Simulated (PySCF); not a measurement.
C₃H₄Cl₂.

```xyz
9

Cl     1.4650     0.0000    -0.7669
C      0.0000     0.0000     0.2009
Cl    -1.4650     0.0000    -0.7669
C      0.0000     0.7571     1.4875
C      0.0000    -0.7571     1.4875
H     -0.9251     1.2747     1.7548
H      0.9251     1.2747     1.7548
H     -0.9251    -1.2747     1.7548
H      0.9251    -1.2747     1.7548
```

Coordinates come from a ωB97X-D3(BJ)/def2-SVP optimisation.

These are KT2/pcSseg-1 in PySCF values and carry that method's errors. Non-relativistic, no solvent.

Computed absolute GIAO shielding of each atom: isotropic value and principal components (ppm):
| atom | σ(iso) | σ11 | σ22 | σ33 | span |
|---|---|---|---|---|---|
| Cl1 | 646.5 | 290.5 | 609.6 | 1039.5 | 749.0 |
| C2 | 109.9 | 68.4 | 102.1 | 159.2 | 90.8 |
| Cl3 | 646.5 | 290.5 | 609.6 | 1039.5 | 749.0 |
| C4 | 157.1 | 109.0 | 170.8 | 191.4 | 82.4 |
| C5 | 157.1 | 109.0 | 170.8 | 191.4 | 82.4 |
| H6 | 29.8 | 24.6 | 27.6 | 37.2 | 12.6 |
| H7 | 29.8 | 24.6 | 27.6 | 37.2 | 12.6 |
| H8 | 29.8 | 24.6 | 27.6 | 37.2 | 12.6 |
| H9 | 29.8 | 24.6 | 27.6 | 37.2 | 12.6 |
